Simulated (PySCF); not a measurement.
## Pb: electron affinity

Pb- [Xe] 4f14 5d10 6s2 6p3 (4S) → Pb [Xe] 4f14 5d10 6s2 6p2 (3P), as a difference of total energies. All numbers are calculated (PySCF 2.14, a scalar-relativistic core potential, in aug-cc-pwCVTZ-PP with ECP60MDF (8s7p6d4f1g, 96 functions)). Correlated levels: valence: 5s2 5p6 5d10 frozen. The calculations carry no spin-orbit coupling.

| method | electron affinity (eV) | difference from reference (eV) |
| --- | --- | --- |
| UHF | 0.862 | +0.505 |
| MP2 (valence) | 1.213 | +0.856 |
| SCS-MP2 (valence) | 1.076 | +0.719 |
| CCSD (valence) | 1.226 | +0.869 |
| CCSD(T) (valence) | 1.260 | +0.903 |

Reference: 0.357 eV (measured; photodetachment measurements, as compiled on the Wikipedia data page of electron affinities).

Spin-orbit coupling is strong in these open shells (close to jj coupling). The scalar numbers leave it out and a first-order estimate fails, so it can dominate the gap to the real levels.

Errors of the correlated levels include the incompleteness of this basis and the frozen core.
